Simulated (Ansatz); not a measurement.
Reactions of C2H3NO (`COC#N`).

Isolated molecules relaxed with PBE0-D4/def2-TZVP in Ansatz; ΔE leaves out vibrations. CBS: MP2 limit from def2 TZ/QZ plus the TZ coupled-cluster correction, frozen cores. This one scheme is used for every species. DFT in def2-TZVPP. For Ga outer-core shells are correlated without core-valence functions, which leaves a few kJ/mol of doubt a bond. Scalar relativity is left out up to krypton. One conformer a species, not always the lowest.

```
                                       reaction  PBE-D4 (eV)  r2SCAN-D4 (eV)
`COC#N` + `[OH][GaH2]` → `N#C[O][GaH2]` + CH₃OH        -0.18           -0.18
                            `COC#N` → `OC1=CN1`         2.14            2.30
  `COC#N` + `CBS[SiH3]` → `CCBS[SiH3]` + `N#CO`        -0.28           -0.26
         `COC#N` + `CBCN` → `CBC(N)C#N` + CH₃OH        -0.53           -0.54
```

Give the CCSD(T)/CBS values in the same order. (An estimate is asked.)

The calculation gave: -0.16, 2.39, -0.31, -0.69 eV.

Largest T1 diagnostic: 0.015, for `N#C[O][GaH2]`.
